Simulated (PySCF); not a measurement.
F$_{6}$W, singlet, geometry from GFN2-xTB (such geometries of metal compounds can be far from the true shape) (core potentials on W).

Here is a job for PySCF.
```python
from pyscf import gto, scf, dft

mol = gto.Mole()
mol.atom = '''
    W     0.00000000   -0.00000000   -0.00000000
    F     1.10915424   -0.45499889   -1.39234928
    F    -1.10915424    0.45499889    1.39234928
    F    -1.16633876    0.78225540   -1.18474218
    F    -0.88617967   -1.59904226   -0.18339327
    F     0.88617967    1.59904226    0.18339327
    F     1.16633876   -0.78225540    1.18474218
'''
mol.basis = 'def2-sv(p)'
mol.ecp = {'W': 'def2-sv(p)'}
mol.verbose = 4
mol.build()

mf = dft.RKS(mol)
mf.xc = 'pbe0'
mf = mf.density_fit(auxbasis='def2-universal-jkfit')
mf.kernel()
mf.analyze()
```

Task: Give the number of basis functions at the level DF-PBE0/def2-SV(P) in PySCF.

Result: 109

Task: What is the computed HOMO energy (DF-PBE0/def2-SV(P))?

Result: -12.97 eV

Task: Give the total energy at the level DF-PBE0/def2-SV(P).

Result: -665.3008 Eh

Task: Estimate the nuclear repulsion energy that DF-PBE0/def2-SV(P) returns for this input.

Result: 450.6801 Eh

Task: What HOMO-LUMO gap does DF-PBE0/def2-SV(P) give?

Result: 7.76 eV

Task: What dipole moment does DF-PBE0/def2-SV(P) give?

Result: 0.00 D
